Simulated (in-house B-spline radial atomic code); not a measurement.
Configurations of P IX (P8+), with energies counted from [He] 2s2 2p3. All numbers are computed (non-relativistic OLYP, spin-polarised, spherical fractional occupations; point nucleus) with a B-spline radial code for spherical atoms, not measured. Shells without spins written out take the highest spin.

| configuration | E - E(ref) (eV) | highest orbital | its <r> (bohr) |
| --- | --- | --- | --- |
| [He] 2s2 2p2 3p1 | 229.71 | 3p up | 1.18 |
| [He] 2s2 2p2 3d1 | 244.09 | 3d up | 1.068 |
| [He] 2s2 2p(0 up, 2 down) 3d(1 up, 0 down) | 245.92 | 3d up | 1.09 |
| [He] 2s1 2p3 3p1 | 249.14 | 3p up | 1.181 |
| [He] 2s(0 up, 1 down) 2p(1 up, 2 down) 3s(1 up, 0 down) | 259.35 | 3s up | 1.204 |
| [He] 2s(1 up, 0 down) 2p(0 up, 3 down) 3p(0 up, 1 down) | 267.52 | 3p down | 1.183 |

(1) Order these further configurations by energy, lowest first.
A. [He] 2s2 2p2 3s1
B. [He] 2s2 2p(2 up, 1 down)
C. [He] 2s1 2p3 3s1
D. [He] 2s(0 up, 1 down) 2p(3 up, 0 down) 3d(0 up, 1 down)
E. [He] 2s1 2p4

(2) How far above the reference does [He] 2s1 2p3 3d1 lie?

Results:

(1) B (12.525 eV), E (43.337 eV), A (218.08 eV), C (237.49 eV), D (283.57 eV).

(2) 262.97 eV; its least bound orbital is 3d up with <r> = 1.064 bohr.
